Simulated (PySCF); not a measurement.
**Ga²⁺ (gallium, charge +2) across methods**

[Ar] 3d10 4d1, 2D determinant (an excited configuration). Calculation: PySCF 2.14, in aug-cc-pVDZ-DK; the spin-free X2C one-electron Hamiltonian (Gaussian nucleus).

```
method  E (hartree)  mean ε 3d α (eV)  mean ε 3d β (eV)  mean ε 4d α (eV)  Σ⟨r²⟩ (bohr²)   ⟨S²⟩
   LDA    -1938.909           -44.950           -44.903           -11.065          29.74  0.750
  MN15    -1943.387           -49.081           -49.045           -11.587          29.56  0.750
r2SCAN    -1942.072           -45.160           -45.123           -11.184          29.73  0.750
   PBE    -1941.826           -44.551           -44.509           -11.287          29.46  0.750
  BLYP    -1942.203           -44.459           -44.433           -11.234          29.37  0.750
   UHF  -1940.55939           -57.686           -57.608           -12.514          31.48  0.750
  PBE0    -1941.856           -48.112           -48.059           -11.678          29.83  0.750
M06-2X    -1942.180           -52.041           -52.004           -12.141          29.47  0.750
```

Task: Estimate the same row for r2SCANh.

Result: E (hartree) = -1942.060; mean ε 3d α (eV) = -46.527; mean ε 3d β (eV) = -46.486; mean ε 4d α (eV) = -11.340; Σ⟨r²⟩ (bohr²) = 29.83; ⟨S²⟩ = 0.750.

The outer electron is Rydberg-like, and this basis confines it to a smaller radius and binds it less than a complete one would.
